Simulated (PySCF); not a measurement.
# Exercise with solution: oscillator strength and radiative lifetime

Ge(F)3(SH) (F3GeHS), SMILES [F][Ge]([F])([SH])[F].

Coordinates come from a B3LYP-D3(BJ)/def2-SVP optimisation. This is a generated structure with no PubChem entry under its InChIKey; it may be hypothetical. One conformer was computed; it need not be the lowest.

TDA-CAM-B3LYP/def2-SVPD in PySCF 2.14.0 puts the first singlet state with f over 0.02 at 7.95 eV (vertical), with the transition dipole (-0.702, 0.135, -0.314) in atomic units.

**Question.** Find the oscillator strength, the wavelength and the radiative lifetime that this transition would have in vacuum if emission retraced absorption.

**Answer.** 
|μ|² = 0.6096 au, so |μ| = 1.98 D. ΔE = 7.95/27.211 = 0.2922 hartree. f = (2/3) ΔE |μ|² = 0.119 (the program prints 0.119).
λ = 1239.84/7.95 = 156 nm; ν = 64121 cm⁻¹.
Einstein's coefficient A = 0.6670 ν² f s⁻¹ (ν in cm⁻¹) = 3.3e8 s⁻¹, so τ = 1/A = 3.1 ns. This state is S4; the lower singlets have f = 0.013, 0.016, 0.002. The figure is the radiative limit of this one transition; relaxation, internal conversion, crossing to triplets and a medium change what is measured.
